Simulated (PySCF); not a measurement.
C4H4F2. Atoms are numbered in the order given.

```xyz
10

F      1.8946    -0.5154    -0.2801
C      0.6620    -0.0264    -0.3640
C     -0.0870     0.4693    -1.3717
C     -1.2708     0.7234    -0.4445
C     -0.3408     0.2512     0.7258
F     -0.7890    -0.8230     1.4670
H      0.0887     0.6717    -2.4367
H     -2.1307     0.0351    -0.5740
H     -1.6372     1.7695    -0.3741
H     -0.0520     1.0641     1.4299
```

Geometry optimised at PBE-D3(BJ)/def2-SVP. The structure was generated by enumeration; whether it is a known compound was not checked.

Level of theory: PBE0/pcSseg-1 (PySCF).

GIAO shieldings, no solvent; atoms alike by connectivity are averaged. δ = σ(ref) − σ: ¹⁹F against CFCl3 (σ = 167.2 ppm); ¹³C against TMS (σ = 186.3 ppm); ¹H against TMS (σ = 31.56 ppm), references at their B3LYP-D3(BJ)/def2-TZVP geometries, non-relativistic.

```
atoms   nucleus  count  δ (ppm)
------  -------  -----  -------
F1          ¹⁹F      1      [?]
F6          ¹⁹F      1      [?]
C2          ¹³C      1      [?]
C3          ¹³C      1    118.7
C5          ¹³C      1     94.9
C4          ¹³C      1     35.7
H10          ¹H      1     5.94
H7           ¹H      1     5.73
H8, H9       ¹H      2      [?]
```

Q: Some entries are withheld; supply them. (An estimate is asked for; the answer gives what the named calculation found.)

A: 
- F6, δ (ppm): -200.8
- H8, H9, δ (ppm): 2.90
- F1, δ (ppm): -88.7
- C2, δ (ppm): 166.6
